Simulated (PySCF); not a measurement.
BH6NO2Si, SMILES N[SiH2]B(O)O. Geometry optimised at PBE-D3(BJ)/def2-SVP. The structure was generated by enumeration, and PubChem lists no compound with its InChIKey, so it may never have been made. Other conformers were not sampled.

Computed equilibrium geometry at PBE-D3(BJ)/def2-SVP (PySCF confirms it by a frequency run) as Cartesian coordinates in Å (one conformer of several):
```xyz
11

Si    -0.8540    -0.6933     0.4766
N     -1.8324     0.6627    -0.1881
B      0.9705     0.0138    -0.0831
O      2.1929    -0.4507     0.3117
O      0.8416     1.0463    -0.9713
H     -1.1135    -0.9825     1.9380
H     -1.2989    -1.9102    -0.2958
H     -2.7690     0.4215    -0.5311
H     -1.9350     1.4649     0.4458
H      2.9087     0.0468    -0.1319
H     -0.1379     1.1935    -1.0884
```
Charge 0, spin multiplicity 1.
